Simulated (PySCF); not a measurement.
## Basis and Hamiltonian dependence of the electron affinity of Re

Re⁻ [Xe] 4f14 5d6 6s2 (5D) → Re [Xe] 4f14 5d5 6s2 (6S). Calculated with PySCF 2.14 from differences of total energies of unrestricted determinants, without spin-orbit coupling. Values in eV.

```json
{"basis": "aug-cc-pVDZ-PP with ECP60MDF", "Hamiltonian": "ECP", "functions": "54", "UHF": "-1.936", "PBE": "0.121", "PBE0": "-0.213", "MP2 (valence)": "-0.916", "CCSD(T) (valence)": "-0.599"}
{"basis": "def2-TZVPPD with the def2 core potential (60 electrons)", "Hamiltonian": "ECP", "functions": "59", "UHF": "-2.300", "PBE": "-0.127", "PBE0": "-0.412", "MP2 (valence)": "-0.821", "CCSD(T) (valence)": "-0.716"}
{"basis": "aug-cc-pwCVDZ-PP with ECP60MDF", "Hamiltonian": "ECP", "functions": "70", "UHF": "-1.944", "PBE": "0.122", "PBE0": "-0.211", "MP2 (valence)": "-0.857", "CCSD(T) (valence)": "-0.572"}
{"basis": "aug-cc-pVTZ-PP with ECP60MDF", "Hamiltonian": "ECP", "functions": "88", "UHF": "-1.913", "PBE": "0.153", "PBE0": "-0.190", "MP2 (valence)": "-0.772", "CCSD(T) (valence)": "-0.419"}
{"basis": "def2-QZVPPD with the def2 core potential (60 electrons)", "Hamiltonian": "ECP", "functions": "91", "UHF": "-2.131", "PBE": "-0.066", "PBE0": "-0.348", "MP2 (valence)": "-0.689", "CCSD(T) (valence)": "-0.544"}
{"basis": "ANO-RCC-VTZP", "Hamiltonian": "spin-free X2C", "functions": "104", "UHF": "-2.507", "PBE": "-0.264", "PBE0": "-0.552", "MP2 (valence)": "-1.135", "CCSD(T) (valence)": "-1.061"}
{"basis": "x2c-TZVPPall with one added diffuse shell each of s, p, d, f type", "Hamiltonian": "spin-free X2C", "functions": "113", "UHF": "-1.878", "PBE": "0.191", "PBE0": "-0.165", "MP2 (valence)": "-0.429", "CCSD(T) (valence)": "-0.045"}
{"basis": "aug-cc-pVTZ-PP with one added diffuse shell each of s, p, d, f, g type with ECP60MDF", "Hamiltonian": "ECP", "functions": "113", "UHF": "-1.877", "PBE": "0.128", "PBE0": "n/a", "MP2 (valence)": "-0.977", "CCSD(T) (valence)": "n/a"}
{"basis": "aug-cc-pwCVTZ-PP with ECP60MDF", "Hamiltonian": "ECP", "functions": "122", "UHF": "-1.914", "PBE": "0.157", "PBE0": "-0.186", "MP2 (valence)": "-0.725", "CCSD(T) (valence)": "n/a"}
{"basis": "aug-cc-pVQZ-PP with ECP60MDF", "Hamiltonian": "ECP", "functions": "135", "UHF": "-1.903", "PBE": "0.176", "PBE0": "-0.179", "MP2 (valence)": "-0.705", "CCSD(T) (valence)": "n/a"}
```

Extrapolation of MP2 (valence) from aug-cc-pVTZ-PP with ECP60MDF and aug-cc-pVQZ-PP with ECP60MDF: the correlation parts are 1.141 and 1.199 eV; with the X⁻³ form and unrounded values, (4³ × 1.199 − 3³ × 1.141)/(4³ − 3³) = 1.241 eV, and adding the Hartree-Fock value -1.903 eV of the larger basis gives -0.662 eV.

Frozen in the all-electron rows: valence: [Xe] 4f14; with a core potential, the same shells as far as they lie outside it.

At UHF, def2-TZVPPD with the def2 core potential (60 electrons), ANO-RCC-VTZP lie more than 0.3 eV from the median of the rows with comparable relativity. Of these, ANO-RCC-VTZP has no diffuse functions of the l that the added or promoted electron needs.

In most of these bases the highest occupied level of the anion is positive at PBE, PBE0, so the basis helps to hold the electron.

Between the lowest levels the reference is 0.060 eV (measured; photodetachment measurements, as compiled on the Wikipedia data page of electron affinities); it includes spin-orbit coupling, which these numbers lack.
